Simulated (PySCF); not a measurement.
Molecule: SMILES C(C[SiH2]C(C)C)C (C6H16Si). Atoms near the plane z = 0.0 Å, at the GFN2-xTB optimised geometry (x, y, z in Å): Si4 (0.5, -0.1, 0.0), C5 (-1.4, -0.1, 0.0), C6 (-2.0, 1.3, 0.0), H12 (3.1, 1.3, 0.7), H16 (1.0, -1.5, 0.0), H17 (-1.8, -0.6, 0.9), H18 (-1.7, 1.9, 0.9), H19 (-1.7, 1.9, -0.9), H20 (-3.1, 1.3, 0.0).

Computed with PBE/def2-SVP in PySCF. Cells within 0.4 Å of a nucleus heavier than hydrogen are left out (blank, or x). The values are rescaled to run from 0 to 1.

```
|00000000000000000000000000000|
|00000000000000000000000000000|
|00000000000000000000000000000|
|00000000000000000000000000000|
|00000000000000000000000000000|
|00000000000000000000000000000|
|00000000000000000000000000000|
|00000000111100111000000000000|
|00001113685211111100111110000|
|00012599999822221111123211000|
|001149999x9953443211257421000|
|00115999xx9967999732269521000|
|00113999999999999984234310000|
|00111235999999999996321100000|
|0001111399xx999xx998310000000|
|0001111399xx999x9997210000000|
|00011112699999999994100000000|
|00001112367658999981000000000|
|00000111222222499991000000000|
|00000000111110159940000000000|
|00000000011100002200000000000|
|00000000000000000000000000000|
|00000000000000000000000000000|
|00000000000000000000000000000|
|00000000000000000000000000000|
|00000000000000000000000000000|
|00000000000000000000000000000|
|00000000000000000000000000000|
|00000000000000000000000000000|
```
Scale: ten equal steps from 0.000 (start of '0') to 1.00 (end of '9'), in the order '0123456789'; x runs from -5.50 to 5.50, y from -5.50 (bottom) to 5.50 (top).

Which quantity is mapped?
A. deformation density (molecule minus spherical neutral atoms)
B. electron localisation function
C. an orbital amplitude
D. electrostatic potential

D, electrostatic potential. In full: electrostatic potential (hartree/e), clipped to [-0.08, 0.12].
